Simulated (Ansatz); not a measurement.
Reaction (substitution at a C–C bond): `CCC(O)CC` + `CBO` → `CBOCC` + `CCCO`

Computed with Ansatz on PBE0-D4/def2-TZVP structures; ΔE is electronic, products minus reactants. CCSD(T)/CBS adds triple-zeta CCSD(T) − MP2 to the extrapolated MP2 energy (def2 sets, frozen cores). DFT in def2-TZVPP. HSE06 is defined as in plane-wave codes. One conformer a species, not always the lowest.

Question: Is it downhill or uphill in electronic energy at CCSD(T)/CBS, and by how much? (Estimate.)

Answer: Computed: Uphill: ΔE = +12.8 kcal/mol.

Question: What do these levels give: LDA (SPW92), r2SCAN-D4, PBE0-D4, HSE06-D4, PBE-QIDH, MP2/def2-SVP? (An estimate is asked.)

Answer: Ansatz gave: LDA (SPW92) 12.8, r2SCAN-D4 12.0, PBE0-D4 12.0, HSE06-D4 11.9, PBE-QIDH 12.7, MP2/def2-SVP 14.9 kcal/mol.

Largest T1 diagnostic among the species: 0.012.

In def2-TZVPP, CCSD(T) changes the Hartree–Fock value by +4.0 kcal/mol (the triples alone add +0.4 kcal/mol) and MP2 by +5.5 kcal/mol. From BLYP to BHLYP (50 % exact exchange), in def2-TZVPP and without D4, ΔE moves by +1.6 kcal/mol. Leaving LDA and LC-ωPBE aside and taking each functional with its dispersion term where it has one, the values, not all of them listed here, spread over 2.6 kcal/mol, from BLYP-D4 to PBE-QIDH. LDA lies +2.3 kcal/mol from PBE without D4.
